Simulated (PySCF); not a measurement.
Ir(PH3)2H5 (singlet state).
Geometry (PBE0-D3(BJ)/def2-SVP, Å), atoms numbered from 1 in this order:
```xyz
14
H11IrP2 angstrom
Ir    -0.0077    0.0026    0.0031
P     -0.0161   -0.0237    2.2897
H      0.7950   -0.9714    2.9623
H     -1.2357   -0.2676    2.9696
H      0.3901    1.1384    2.9920
P      0.0190    0.0143   -2.2836
H     -0.8551    0.8859   -2.9802
H     -0.2824   -1.1858   -2.9744
H      1.2247    0.3450   -2.9509
H      1.6299   -0.0308    0.0319
H      0.5274    1.5501   -0.0003
H     -1.3110    0.9935    0.0229
H     -1.3557   -0.9270   -0.0259
H      0.4583   -1.5672   -0.0130
```

Computed, not measured: PySCF, PBE0-D3(BJ)/def2-SVP geometry optimisation, gas phase, def2 core potentials past Kr.

(1) Which atoms are bound to Ir1, and at what distances?

(2) List the angles at Ir1, the widest 15.

(3) Describe the arrangement about Ir1 in numbers.

(4) What are the other bond lengths?

## Answers

(1) 7 atoms: H12 1.637 Å, H11 1.637 Å, H14 1.638 Å, H13 1.638 Å, H10 1.638 Å, P2 2.287 Å, P6 2.287 Å. The nearest atom not counted as bound is H3, at 3.22 Å (others tie with it).

(2) 
```tsv
angle	degrees	distance of the outer atoms (Å)
P2–Ir1–P6	179.4	4.57
H11–Ir1–H14	144.4	3.12
H10–Ir1–H13	144.2	3.12
H10–Ir1–H12	143.9	3.11
H12–Ir1–H14	143.8	3.11
H11–Ir1–H13	143.7	3.11
P6–Ir1–H12	91.0	2.84
P2–Ir1–H11	90.8	2.83
P2–Ir1–H13	90.5	2.82
P6–Ir1–H10	90.3	2.82
P2–Ir1–H14	90.0	2.81
P6–Ir1–H13	89.7	2.81
P2–Ir1–H12	89.5	2.80
P6–Ir1–H14	89.5	2.80
P6–Ir1–H11	89.4	2.80
```

(3) Angles from 71.8° to 179.4°.

(4) P2–H3 and 5 like bonds 1.417 Å.

Charge 0, singlet. PBE0-D3(BJ)/def2-SVP frequencies: not computed here.
